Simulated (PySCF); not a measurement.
## Two-component Hartree-Fock for La (lanthanum, neutral)

Start: [Xe] 5d1 6s2; 5d3/2 filled at m_j = +3/2. Calculated with PySCF 2.14 in x2c-TZVPall-2c (11s11p10d2f, 108 functions): generalised Hartree-Fock with the X2C-1e Hamiltonian and a Gaussian nucleus; one run each with spin-orbit coupling (SO) switched off, then screened by Boettger's factors.

```json
{"spinor shell": "1s1/2", "electrons": "2", "ε, spin-free (eV)": "-39120.5", "ε, screened SO (eV)": "-39115.4", "weight of nominal j (screened SO)": "1.000", "rms radius, screened SO (bohr)": "0.0286"}
{"spinor shell": "2s1/2", "electrons": "2", "ε, spin-free (eV)": "-6335.5", "ε, screened SO (eV)": "-6333.9", "weight of nominal j (screened SO)": "1.000", "rms radius, screened SO (bohr)": "0.116"}
{"spinor shell": "2p1/2", "electrons": "2", "ε, spin-free (eV)": "-5671.4", "ε, screened SO (eV)": "-5960.0", "weight of nominal j (screened SO)": "1.000", "rms radius, screened SO (bohr)": "0.100"}
{"spinor shell": "2p3/2", "electrons": "4", "ε, spin-free (eV)": "-5671.4", "ε, screened SO (eV)": "-5543.4", "weight of nominal j (screened SO)": "1.000", "rms radius, screened SO (bohr)": "0.106"}
{"spinor shell": "3s1/2", "electrons": "2", "ε, spin-free (eV)": "-1400.7", "ε, screened SO (eV)": "-1400.0", "weight of nominal j (screened SO)": "1.000", "rms radius, screened SO (bohr)": "0.303"}
{"spinor shell": "3p1/2", "electrons": "2", "ε, spin-free (eV)": "-1183.7", "ε, screened SO (eV)": "-1241.2", "weight of nominal j (screened SO)": "1.000", "rms radius, screened SO (bohr)": "0.295"}
{"spinor shell": "3p3/2", "electrons": "4", "ε, spin-free (eV)": "-1183.7", "ε, screened SO (eV)": "-1157.7", "weight of nominal j (screened SO)": "1.000", "rms radius, screened SO (bohr)": "0.308"}
{"spinor shell": "3d3/2", "electrons": "4", "ε, spin-free (eV)": "-871.96", "ε, screened SO (eV)": "-882.15", "weight of nominal j (screened SO)": "1.000", "rms radius, screened SO (bohr)": "0.279"}
{"spinor shell": "3d5/2", "electrons": "6", "ε, spin-free (eV)": "-871.96", "ε, screened SO (eV)": "-864.46", "weight of nominal j (screened SO)": "1.000", "rms radius, screened SO (bohr)": "0.283"}
{"spinor shell": "4s1/2", "electrons": "2", "ε, spin-free (eV)": "-301.84", "ε, screened SO (eV)": "-301.55", "weight of nominal j (screened SO)": "1.000", "rms radius, screened SO (bohr)": "0.694"}
{"spinor shell": "4p1/2", "electrons": "2", "ε, spin-free (eV)": "-228.40", "ε, screened SO (eV)": "-240.61", "weight of nominal j (screened SO)": "1.000", "rms radius, screened SO (bohr)": "0.719"}
{"spinor shell": "4p3/2", "electrons": "4", "ε, spin-free (eV)": "-228.40", "ε, screened SO (eV)": "-222.66", "weight of nominal j (screened SO)": "1.000", "rms radius, screened SO (bohr)": "0.746"}
{"spinor shell": "4d3/2", "electrons": "4", "ε, spin-free (eV)": "-118.77", "ε, screened SO (eV)": "-120.54", "weight of nominal j (screened SO)": "1.000", "rms radius, screened SO (bohr)": "0.820"}
{"spinor shell": "4d5/2", "electrons": "6", "ε, spin-free (eV)": "-118.77", "ε, screened SO (eV)": "-117.23", "weight of nominal j (screened SO)": "1.000", "rms radius, screened SO (bohr)": "0.830"}
{"spinor shell": "5s1/2", "electrons": "2", "ε, spin-free (eV)": "-48.513", "ε, screened SO (eV)": "-48.356", "weight of nominal j (screened SO)": "1.000", "rms radius, screened SO (bohr)": "1.67"}
{"spinor shell": "5p1/2", "electrons": "2", "ε, spin-free (eV)": "-27.742", "ε, screened SO (eV)": "-30.010", "weight of nominal j (screened SO)": "0.994", "rms radius, screened SO (bohr)": "1.89"}
{"spinor shell": "5p3/2", "electrons": "4", "ε, spin-free (eV)": "-27.742", "ε, screened SO (eV)": "-26.510", "weight of nominal j (screened SO)": "0.997", "rms radius, screened SO (bohr)": "1.96"}
{"spinor shell": "5d3/2", "electrons": "1", "ε, spin-free (eV)": "-6.061", "ε, screened SO (eV)": "-6.096", "weight of nominal j (screened SO)": "1.000", "rms radius, screened SO (bohr)": "3.29"}
{"spinor shell": "6s1/2", "electrons": "2", "ε, spin-free (eV)": "-5.136", "ε, screened SO (eV)": "-5.126", "weight of nominal j (screened SO)": "0.731", "rms radius, screened SO (bohr)": "4.63"}
```

```
   quantity    spin-free  screened SO
E (hartree)  -8487.68864  -8491.13763
        M_J          3/2          3/2
       ⟨J²⟩        3.770        3.779
       ⟨L²⟩        7.700        7.881
       ⟨S²⟩        1.664        1.769
```

Each row is a mean over spinors that exchange with the open shell spreads, by up to 1.774 eV (5p1/2).

Rows whose weight is well below 1 are mixtures of j = l ± 1/2: exchange outweighs spin-orbit coupling there, and the label is only the starting occupation.

Breit and QED terms are absent; they matter most for the inner s and p1/2 levels.

Densities and radii are taken from the X2C orbitals without a picture-change correction, which distorts them close to the nucleus.

Without spin-orbit coupling the j labels of p, d and f shells carry no meaning; the spin-free column gives the mean over the occupied spinors of each nl shell.
